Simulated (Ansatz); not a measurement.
Steps of a relaxation of FGeH7N2OSi, SMILES `[NH2][GeH2][O][SiH](N)F` with RKS PBE0-D4/def2-TZVP.

```sh
$ ansatz run in.yaml --threads 2 --pin off --events-out ev --progress --plain --max-ram 22528MiB --backend cuda --devices 0, --max-vram 18GiB
```

```yaml
crystal:
  periodic: [false, false, false]
  atoms:
    - {symbol: N, position_ang: [0.402870, 1.779560, 0.801150]}
    - {symbol: Ge, position_ang: [-0.181610, 1.565360, -0.895960]}
    - {symbol: O, position_ang: [-0.112040, -0.148260, -1.195720]}
    - {symbol: Si, position_ang: [-0.307920, -1.566620, -0.466160]}
    - {symbol: N, position_ang: [0.541020, -1.586760, 1.027140]}
    - {symbol: F, position_ang: [-1.839060, -1.765020, -0.015250]}
    - {symbol: H, position_ang: [0.320020, 2.695230, 1.218310]}
    - {symbol: H, position_ang: [0.052550, 1.087490, 1.451880]}
    - {symbol: H, position_ang: [-1.599460, 1.981860, -1.219960]}
    - {symbol: H, position_ang: [0.823620, 2.147310, -1.846890]}
    - {symbol: H, position_ang: [-0.045200, -2.540370, -1.505820]}
    - {symbol: H, position_ang: [0.455170, -2.399840, 1.614850]}
    - {symbol: H, position_ang: [1.490040, -1.249930, 1.032430]}
basis:
  gaussian: {orbitals: def2-TZVP}
hamiltonian: {xc: pbe0, dispersion: d4}
relax: {f_tol: 0.005, max_steps: 150}
```

Positions (Å) and forces (eV/Å) along the path, 12 of 37 steps:

```xyz
13
step=1 energy=-72244.2012 eV
N     0.403    1.780    0.801    0.159    0.044    0.619
Ge   -0.182    1.565   -0.896    0.003    0.316    0.057
O    -0.112   -0.148   -1.196    0.114   -0.900   -0.092
Si   -0.308   -1.567   -0.466   -0.575    0.639    0.620
N     0.541   -1.587    1.027   -0.018   -0.073   -0.441
F    -1.839   -1.765   -0.015    0.260   -0.125   -0.174
H     0.320    2.695    1.218    0.010    0.031   -0.064
H     0.053    1.087    1.452   -0.032   -0.016   -0.052
H    -1.599    1.982   -1.220   -0.507    0.229   -0.035
H     0.824    2.147   -1.847    0.377    0.434   -0.392
H    -0.045   -2.540   -1.506    0.151   -0.583   -0.171
H     0.455   -2.400    1.615   -0.045   -0.041    0.111
H     1.490   -1.250    1.032    0.103    0.048    0.013
13
step=3 energy=-72244.2988 eV
N     0.441    1.751    0.812    0.020   -0.047    0.035
Ge   -0.180    1.574   -0.900    0.013    0.094    0.009
O    -0.117   -0.168   -1.223    0.018   -0.065   -0.119
Si   -0.322   -1.579   -0.478   -0.109   -0.011    0.102
N     0.525   -1.569    1.007    0.036   -0.057   -0.044
F    -1.852   -1.823   -0.074    0.109    0.003   -0.059
H     0.395    2.676    1.214   -0.004    0.017   -0.028
H     0.036    1.081    1.455   -0.010    0.008   -0.017
H    -1.636    2.023   -1.172    0.068   -0.044    0.042
H     0.811    2.256   -1.860   -0.069   -0.030    0.034
H     0.006   -2.654   -1.441   -0.009    0.058    0.050
H     0.419   -2.347    1.641   -0.003    0.066   -0.020
H     1.473   -1.221    1.020   -0.059    0.009    0.014
13
step=4 energy=-72244.3083 eV
N     0.480    1.717    0.811    0.010   -0.007   -0.087
Ge   -0.179    1.567   -0.894   -0.022   -0.057    0.059
O    -0.116   -0.175   -1.250    0.018    0.093   -0.122
Si   -0.322   -1.580   -0.493    0.008   -0.095    0.019
N     0.496   -1.536    1.004    0.038   -0.051    0.055
F    -1.856   -1.849   -0.130    0.039    0.018   -0.011
H     0.457    2.646    1.208    0.003   -0.005   -0.007
H     0.054    1.061    1.454   -0.011    0.013    0.000
H    -1.650    1.998   -1.110    0.074   -0.028    0.024
H     0.773    2.277   -1.872   -0.056   -0.045    0.058
H     0.047   -2.671   -1.427   -0.021    0.109    0.046
H     0.385   -2.296    1.660   -0.001    0.054   -0.032
H     1.432   -1.159    1.040   -0.080    0.000   -0.004
13
step=8 energy=-72244.3373 eV
N     0.631    1.658    0.776   -0.164    0.159    0.258
Ge   -0.230    1.519   -0.839    0.027   -0.014    0.001
O    -0.093   -0.190   -1.311   -0.004    0.010   -0.039
Si   -0.285   -1.604   -0.560    0.005   -0.026    0.048
N     0.332   -1.489    1.026    0.072    0.008    0.020
F    -1.829   -1.984   -0.389    0.026   -0.002   -0.010
H     0.864    2.612    1.045   -0.056   -0.291   -0.088
H     0.104    1.221    1.532    0.183    0.152   -0.198
H    -1.741    1.838   -0.830    0.070   -0.004    0.011
H     0.555    2.331   -1.879   -0.041   -0.002    0.039
H     0.277   -2.658   -1.432   -0.012    0.025    0.017
H     0.202   -2.240    1.686   -0.014    0.009   -0.024
H     1.211   -1.014    1.176   -0.092   -0.022   -0.037
13
step=9 energy=-72244.3492 eV
N     0.643    1.673    0.782   -0.058   -0.036   -0.031
Ge   -0.242    1.497   -0.816    0.048   -0.011    0.121
O    -0.075   -0.200   -1.322   -0.003   -0.020    0.012
Si   -0.276   -1.622   -0.582    0.073    0.003    0.017
N     0.293   -1.507    1.020   -0.038    0.008   -0.038
F    -1.816   -2.029   -0.466    0.006    0.001   -0.017
H     1.007    2.598    0.962    0.011   -0.012   -0.021
H     0.114    1.358    1.585    0.019    0.022   -0.036
H    -1.751    1.774   -0.753   -0.060    0.005    0.012
H     0.486    2.350   -1.857    0.029    0.009   -0.033
H     0.335   -2.658   -1.443   -0.030    0.019    0.020
H     0.146   -2.247    1.687    0.014    0.010   -0.018
H     1.136   -0.985    1.203   -0.011    0.003    0.011
13
step=15 energy=-72244.3679 eV
N     0.639    1.651    0.810    0.051   -0.039    0.008
Ge   -0.288    1.469   -0.757    0.042   -0.003   -0.042
O    -0.106   -0.203   -1.333   -0.021   -0.078    0.104
Si   -0.246   -1.655   -0.624    0.071    0.089   -0.156
N     0.222   -1.525    0.996    0.091    0.124    0.148
F    -1.753   -2.177   -0.650   -0.103   -0.018    0.002
H     1.389    2.328    0.813   -0.102   -0.043    0.022
H     0.081    1.729    1.647    0.048    0.054   -0.006
H    -1.787    1.721   -0.559   -0.039    0.005    0.030
H     0.369    2.331   -1.837    0.005    0.013   -0.027
H     0.487   -2.627   -1.455    0.032   -0.044   -0.021
H     0.140   -2.256    1.681   -0.014   -0.026   -0.045
H     0.853   -0.786    1.269   -0.062   -0.035   -0.016
13
step=18 energy=-72244.3742 eV
N     0.660    1.636    0.810    0.066    0.063    0.071
Ge   -0.299    1.471   -0.743   -0.011   -0.033   -0.038
O    -0.133   -0.201   -1.324   -0.019    0.015    0.012
Si   -0.236   -1.661   -0.634    0.008    0.011    0.003
N     0.186   -1.521    1.001    0.025    0.023    0.038
F    -1.727   -2.238   -0.694    0.016    0.018   -0.025
H     1.444    2.275    0.772   -0.101   -0.080    0.012
H     0.113    1.815    1.640    0.043    0.006   -0.056
H    -1.791    1.737   -0.501    0.011   -0.007    0.015
H     0.336    2.329   -1.843   -0.002    0.002   -0.014
H     0.550   -2.609   -1.450   -0.008    0.007    0.012
H     0.124   -2.275    1.662    0.007    0.008   -0.003
H     0.773   -0.757    1.304   -0.033   -0.033   -0.028
13
step=19 energy=-72244.3699 eV rejected
N     0.636    1.628    0.822    0.054   -0.082   -0.149
Ge   -0.308    1.472   -0.743   -0.027    0.029    0.082
O    -0.147   -0.196   -1.325    0.056   -0.114   -0.015
Si   -0.233   -1.658   -0.632   -0.042    0.092   -0.023
N     0.166   -1.503    1.009    0.065    0.010    0.000
F    -1.719   -2.242   -0.719    0.021   -0.012    0.019
H     1.476    2.181    0.773    0.062    0.072   -0.003
H     0.101    1.889    1.633   -0.077    0.018    0.092
H    -1.797    1.738   -0.489   -0.010    0.013    0.012
H     0.320    2.329   -1.845    0.010    0.004   -0.020
H     0.575   -2.602   -1.431    0.003    0.009   -0.016
H     0.128   -2.268    1.659    0.007   -0.020    0.016
H     0.804   -0.769    1.286   -0.122   -0.019    0.005
13
step=24 energy=-72244.3781 eV rejected
N     0.692    1.615    0.798   -0.038    0.009    0.075
Ge   -0.340    1.467   -0.712    0.142   -0.033   -0.054
O    -0.117   -0.186   -1.318   -0.038   -0.025   -0.023
Si   -0.206   -1.658   -0.644    0.143    0.073   -0.031
N     0.093   -1.514    1.015   -0.002    0.011    0.076
F    -1.657   -2.290   -0.844   -0.084   -0.038   -0.008
H     1.590    2.061    0.678   -0.021    0.008   -0.022
H     0.225    2.013    1.600    0.000    0.005    0.005
H    -1.816    1.676   -0.362   -0.030    0.018    0.057
H     0.183    2.364   -1.842   -0.028   -0.028   -0.013
H     0.692   -2.561   -1.393   -0.020   -0.013   -0.022
H     0.058   -2.277    1.668   -0.017   -0.004   -0.023
H     0.601   -0.710    1.355   -0.006    0.016   -0.017
13
step=26 energy=-72244.3810 eV
N     0.700    1.618    0.804    0.017    0.036    0.051
Ge   -0.334    1.459   -0.705    0.016   -0.001   -0.022
O    -0.115   -0.189   -1.324   -0.005    0.009   -0.002
Si   -0.198   -1.661   -0.651    0.050    0.025   -0.003
N     0.080   -1.510    1.012    0.024    0.033    0.042
F    -1.645   -2.303   -0.862   -0.038   -0.020   -0.004
H     1.603    2.054    0.674   -0.055   -0.022    0.005
H     0.234    2.042    1.595    0.027   -0.022   -0.053
H    -1.804    1.670   -0.321   -0.003   -0.004    0.016
H     0.158    2.354   -1.850   -0.001   -0.008    0.004
H     0.707   -2.562   -1.395   -0.004   -0.001   -0.003
H     0.035   -2.270    1.668   -0.011    0.000   -0.012
H     0.579   -0.701    1.355   -0.017   -0.025   -0.018
13
step=31 energy=-72244.3818 eV
N     0.724    1.612    0.796   -0.005    0.002   -0.008
Ge   -0.342    1.450   -0.692    0.003    0.011    0.008
O    -0.093   -0.185   -1.333    0.003   -0.004   -0.005
Si   -0.178   -1.657   -0.658   -0.011   -0.009   -0.005
N     0.051   -1.499    1.012   -0.012    0.001   -0.006
F    -1.614   -2.317   -0.902    0.015    0.004    0.006
H     1.634    2.020    0.638   -0.001   -0.001    0.000
H     0.282    2.077    1.576    0.001   -0.001    0.000
H    -1.801    1.623   -0.254   -0.001   -0.002    0.001
H     0.089    2.367   -1.845    0.002   -0.003    0.002
H     0.754   -2.547   -1.380   -0.001    0.001    0.000
H    -0.055   -2.248    1.673    0.003    0.001    0.001
H     0.549   -0.697    1.370    0.005   -0.001    0.004
13
step=37 energy=-72244.3820 eV
N     0.741    1.614    0.786    0.001    0.000    0.000
Ge   -0.343    1.448   -0.688   -0.002    0.000    0.001
O    -0.091   -0.185   -1.338    0.000   -0.001    0.002
Si   -0.176   -1.654   -0.659    0.001    0.004   -0.002
N     0.020   -1.487    1.015    0.001    0.000    0.001
F    -1.602   -2.328   -0.916    0.000    0.000    0.000
H     1.641    2.041    0.620    0.000    0.000    0.000
H     0.302    2.061    1.578    0.000    0.000    0.000
H    -1.799    1.608   -0.233    0.000    0.001   -0.001
H     0.070    2.370   -1.842    0.000   -0.001   -0.001
H     0.773   -2.539   -1.365    0.000    0.000    0.000
H    -0.091   -2.240    1.671    0.000    0.001    0.000
H     0.556   -0.708    1.372   -0.001   -0.001   -0.001
```

It took 2.2 min on 2 threads of an AMD EPYC 7R13 on a shared host and a share of an NVIDIA H100 80 GB, with 0.97 GiB of host memory at the peak.
